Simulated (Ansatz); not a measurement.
Mg₄, relaxed as a singlet with RKS r2SCAN/def2-TZVP in Ansatz, starting from the GFN2-xTB geometry. Force threshold 0.02 eV/Å.

The structure comes from a short search, and lower isomers may exist.

Start:

```xyz
4

Mg   -1.078   -1.784    0.251
Mg    0.140    0.425   -2.056
Mg   -0.980    1.582    0.973
Mg    1.917   -0.223    0.832
```

**Question.** Estimate the energy that the relaxation releases and the steps that it takes.

**Answer.** 0.31 eV, in 6 steps; 14 s on 4 threads of Arm Neoverse N1 on a shared host. No frequencies were taken in this run, so the end may be a saddle point.

**Question.** Does the start keep its bonding and symmetry?

**Answer.** By distances, no bond broke or formed. The bond that changes most is Mg2–Mg4, from 3.45 to 3.04 Å (atoms count from 1). The end is the same structure that another start reached, the lowest one found. Point group Cs at the start, Td at the end, both within 0.05 Å.

**Question.** Predict the relaxed structure.

**Answer.** 
```xyz
4

Mg   -0.9605   -1.5756    0.2319
Mg    0.1373    0.3796   -1.8147
Mg   -0.8782    1.3953    0.8603
Mg    1.7015   -0.1994    0.7225
```
Bond lengths (bridged metal pairs left out): 6 × Mg–Mg 3.04 Å.
